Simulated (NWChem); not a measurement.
Program: NWChem. System: O2Si, charge -1, spin multiplicity 2, at the geometry of a parent with another charge or spin, in a state set for the comparison that need not be this species' ground state. Its SCF solution wasn't tested for a lower state. Level: UMP2/def2-TZVPD, 7 core orbitals frozen.

NWChem printed:

```
             Northwest Computational Chemistry Package (NWChem) 7.3.0
             --------------------------------------------------------

                                NWChem Input Module
                                -------------------

 Scaling coordinates for geometry "geometry" by  1.889725989
 (inverse scale =  0.529177249)

 Turning off AUTOSYM since
 SYMMETRY directive was detected!

                             Geometry "geometry" -> ""
                             -------------------------

 Output coordinates in angstroms (scale by  1.889725989 to convert to a.u.)

  No.       Tag          Charge          X              Y              Z
 ---- ---------------- ---------- -------------- -------------- --------------
    1 O                    8.0000     0.00000000     0.00000000    -1.51836900
    2 Si                  14.0000     0.00000000     0.00000000     0.00000000
    3 O                    8.0000     0.00000000     0.00000000     1.51836900

 Effective nuclear repulsion energy (a.u.)      89.2203250619

            Nuclear Dipole moment (a.u.)
            ----------------------------
        X                 Y               Z
 ---------------- ---------------- ----------------
     0.0000000000     0.0000000000     0.0000000000

      Symmetry information
      --------------------

 Group name             D2h
 Group number             26
 Group order               8
 No. of unique centers     2

      Symmetry unique atoms

     1    2


 Summary of "ao basis" -> "" (spherical)
 ------------------------------------------------------------------------------
       Tag                 Description            Shells   Functions and Types
 ---------------- ------------------------------  ------  ---------------------
 *                         def2-tzvpd                 on all atoms

 Summary of "ao basis" -> "ao basis" (spherical)
 ------------------------------------------------------------------------------
       Tag                 Description            Shells   Functions and Types
 ---------------- ------------------------------  ------  ---------------------
 O                         def2-tzvpd               14       40   6s4p3d1f
 Si                        def2-tzvpd               15       43   6s5p3d1f

                                 NWChem SCF Module
                                 -----------------

  ao basis        = "ao basis"
  functions       =   123
  atoms           =     3
  alpha electrons =    16
  beta  electrons =    15
  charge          =  -1.00
  wavefunction    = UHF
  use symmetry    = T
  symmetry adapt  = T

 Summary of "ao basis" -> "ao basis" (spherical)
 ------------------------------------------------------------------------------
       Tag                 Description            Shells   Functions and Types
 ---------------- ------------------------------  ------  ---------------------
 O                         def2-tzvpd               14       40   6s4p3d1f
 Si                        def2-tzvpd               15       43   6s5p3d1f

      Symmetry analysis of basis
      --------------------------

        ag         30
        au          5
        b1g         7
        b1u        25
        b2g        12
        b2u        16
        b3g        12
        b3u        16

 Forming initial guess at       0.1s

   Symmetry analysis of molecular orbitals - initial alpha
   -------------------------------------------------------

  Numbering of irreducible representations:

     1 ag          2 au          3 b1g         4 b1u         5 b2g
     6 b2u         7 b3g         8 b3u

  Orbital symmetries:

     1 ag          2 b1u         3 ag          4 ag          5 b3u
     6 b2u         7 b1u         8 ag          9 b1u        10 ag
    11 b1u        12 b2u        13 b3u        14 b3g        15 b2g
    16 ag         17 ag         18 b3u        19 b2u        20 b1u
    21 ag         22 b3u        23 b2u        24 b3g        25 b2g
    26 b1g

   Symmetry analysis of molecular orbitals - initial beta
   ------------------------------------------------------

  Numbering of irreducible representations:

     1 ag          2 au          3 b1g         4 b1u         5 b2g
     6 b2u         7 b3g         8 b3u
[...]
 --------------
 x =   0.00000000 y =   0.00000000 z =   0.00000000

 moments of inertia (a.u.)
 ------------------
         263.368678518900           0.000000000000           0.000000000000
           0.000000000000         263.368678518900           0.000000000000
           0.000000000000           0.000000000000           0.000000000000

  Mulliken analysis of the total density
  --------------------------------------

    Atom       Charge   Shell Charges
 -----------   ------   -------------------------------------------------------
    1 O    8     8.57   0.79  1.18  0.58  0.96  0.36 -0.15  1.79  2.01  0.99  0.04  0.00  0.02 -0.01  0.00
    2 Si  14    13.87   2.00  0.59  1.39  0.78  0.49  0.65  4.12  1.73  0.49  0.71  0.18  0.34  0.29  0.03  0.08
    3 O    8     8.57   0.79  1.18  0.58  0.96  0.36 -0.15  1.79  2.01  0.99  0.04  0.00  0.02 -0.01  0.00

  Mulliken analysis of the alpha density
  --------------------------------------

    Atom       Charge   Shell Charges
 -----------   ------   -------------------------------------------------------
    1 O    8     4.18   0.40  0.59  0.30  0.48  0.19 -0.16  0.89  1.00  0.48  0.01  0.00  0.01 -0.00  0.00
    2 Si  14     7.65   1.00  0.29  0.69  0.44  0.38  0.67  2.06  0.86  0.25  0.38  0.13  0.22  0.21  0.02  0.03
    3 O    8     4.18   0.40  0.59  0.30  0.48  0.19 -0.16  0.89  1.00  0.48  0.01  0.00  0.01 -0.00  0.00

   Mulliken analysis of the beta density
   -------------------------------------

    Atom       Charge   Shell Charges
 -----------   ------   -------------------------------------------------------
    1 O    8     4.39   0.40  0.59  0.29  0.48  0.17  0.01  0.90  1.02  0.50  0.03  0.00  0.01 -0.00  0.00
    2 Si  14     6.22   1.00  0.29  0.70  0.35  0.10 -0.01  2.06  0.87  0.24  0.33  0.04  0.12  0.08  0.00  0.05
    3 O    8     4.39   0.40  0.59  0.29  0.48  0.17  0.01  0.90  1.02  0.50  0.03  0.00  0.01 -0.00  0.00

   Mulliken analysis of the spin density
   -------------------------------------

    Atom       Charge   Shell Charges
 -----------   ------   -------------------------------------------------------
    1 O    8    -0.21   0.00 -0.00  0.01  0.01  0.02 -0.17 -0.01 -0.02 -0.02 -0.02  0.00  0.00 -0.00  0.00
    2 Si  14     1.42   0.00  0.00 -0.00  0.09  0.28  0.68  0.00 -0.00  0.01  0.04  0.09  0.09  0.13  0.02 -0.02
    3 O    8    -0.21   0.00 -0.00  0.01  0.01  0.02 -0.17 -0.01 -0.02 -0.02 -0.02  0.00  0.00 -0.00  0.00

       Multipole analysis of the density wrt the origin
       ------------------------------------------------

     L   x y z        total         alpha         beta         nuclear
     -   - - -        -----         -----         ----         -------
     0   0 0 0     -1.000000    -16.000000    -15.000000     30.000000

     1   1 0 0     -0.000000     -0.000000      0.000000      0.000000
     1   0 1 0      0.000000      0.000000      0.000000      0.000000
     1   0 0 1      0.000000     -0.000000      0.000000      0.000000

     2   2 0 0    -20.573764    -13.173654     -7.400110      0.000000
     2   1 1 0     -0.000000     -0.000000     -0.000000      0.000000
     2   1 0 1     -0.000000     -0.000000      0.000000      0.000000
     2   0 2 0    -20.573764    -13.173653     -7.400110      0.000000
     2   0 1 1      0.000000      0.000000     -0.000000      0.000000
     2   0 0 2    -33.091620    -83.830843    -80.987022    131.726245

                   NWChem MP2 Semi-direct Energy/Gradient Module
                   ---------------------------------------------

  Basis functions       =    123
  Molecular orbitals    =    123
  Frozen core           =      7
  Frozen virtuals       =      0
  Active alpha occupied =      9
  Active beta occupied  =      8
  Active alpha virtual  =    107
  Active beta virtual   =    108
  Use MO symmetry       = T
  Use skeleton AO sym   = T

  AO/Fock/Back tols     =   1.0D-09  1.0D-09  1.0D-09

 GA uses MA = F    GA memory limited = T

 Available:
  local mem=  1.15D+08
 global mem=  1.31D+08
 local disk=  0.00D+00
  mp2_memr nvloc                   107
  nvloc new                   107
   1 passes of   9:        5242880                      78993                  24520225.
   1 passes of   9: M    114680618           G      131041742           F     109437738.

 Semi-direct pass number   1 of   1  for UHF alpha       at        3.3s
  vrange nnbf                  7481
  mp2_eaftype                    93  avail_ma_in_mb                   999
 EAF : mp2_eaftype filesize          93   12260113.
  mp2_eaf for mointskh                     93
Node 0 wrote     57.6 Mb in      0.0 s     Agg I/O rate:  1591.5 Mb/s
 Done moints_semi at        8.7s
  mp2_eaftype                    93  avail_ma_in_mb                   906
 EAF : mp2_eaftype filesize          93   12260113.
  mp2_eaf for kh                    93
 Done maket at        9.0s
 Done multipass loop at        9.0s

 GA uses MA = F    GA memory limited = T

 Available:
  local mem=  1.15D+08
 global mem=  1.31D+08
 local disk=  0.00D+00
  mp2_memr nvloc                   108
  nvloc new                   108
   1 passes of   8:        5242880                      74045                  22002121.
   1 passes of   8: M    114680618           G      131041742           F     109437738.

 Semi-direct pass number   1 of   1  for UHF beta        at        9.1s
  vrange nnbf                  7481
  mp2_eaftype                    83  avail_ma_in_mb                   999
 EAF : mp2_eaftype filesize          83   11001060.
  mp2_eaf for mointskh                     83
Node 0 wrote     51.7 Mb in      0.0 s     Agg I/O rate:  2055.9 Mb/s
 Done moints_semi at       15.2s
  mp2_eaftype                    83  avail_ma_in_mb                   916
 EAF : mp2_eaftype filesize          83   11001060.
  mp2_eaf for kh                    83
 Done maket at       15.5s
 Done multipass loop at       15.5s

          -------------------------------------------
          SCF energy                -438.761278937454
          Correlation energy          -0.607140190270
          Singlet pairs                0.000000000000
          Triplet pairs                0.000000000000
          Total MP2 energy          -439.368419127724
          -------------------------------------------

          ---------------------------------------------------
                    Spin Component Scaled (SCS) MP2
          Same spin pairs                     -0.166553498434
          Same spin scaling factor             0.333333333333
          Opposite spin pairs                 -0.440586691836
          Opposite spin scaling fact.          1.200000000000
          SCS-MP2 correlation energy          -0.584221863015
          Total SCS-MP2 energy              -439.345500800468
          ---------------------------------------------------

 -----------------------
 Performance information
 -----------------------

 Timer overhead =  2.23D-07 seconds/call

               Nr. of calls         CPU time (s)                 Wall time (s)                GFlops
             ---------------    -------------------     ------------------------------   -------------------
Name         Min   Avg   Max    Min     Avg     Max     Min     Avg     Max   Mx/calls   Min     Max     Sum
mp2: moin     2     2     2    12.     12.     12.      12.     12.     12.     5.8      0.0     0.0     0.0
mp2: make     2     2     2   0.62    0.62    0.62     0.62    0.62    0.62    0.31      0.0     0.0     0.0
mp2: tota     1     1     1    12.     12.     12.      12.     12.     12.     12.      0.0     0.0     0.0

 The average no. of pstat calls per process was 5.00D+00
 with a timing overhead of 1.11D-06s

 Task  times  cpu:       15.5s     wall:       15.5s

 Total times  cpu:       15.5s     wall:       15.5s
```

**Question.** Write an NWChem input that would produce this output.

**Answer.** One answer among several that fit: 
```
start mol
memory heap 200 mb stack 800 mb global 1000 mb
charge -1
geometry units angstroms nocenter noautoz
  O      0.000000     0.000000    -1.518369
  Si     0.000000     0.000000     0.000000
  O      0.000000     0.000000     1.518369
  symmetry group D2h
end
basis spherical
  * library def2-tzvpd
end
scf
  uhf
  nopen 1
  maxiter 100
  thresh 1e-7
  semidirect memsize 60000000 filesize 0
  # guess.movecs holds the orbitals of an unrestricted PBE0 run
  vectors input guess.movecs output mol.movecs
end
mp2
  freeze core 7
end
task mp2 energy
```
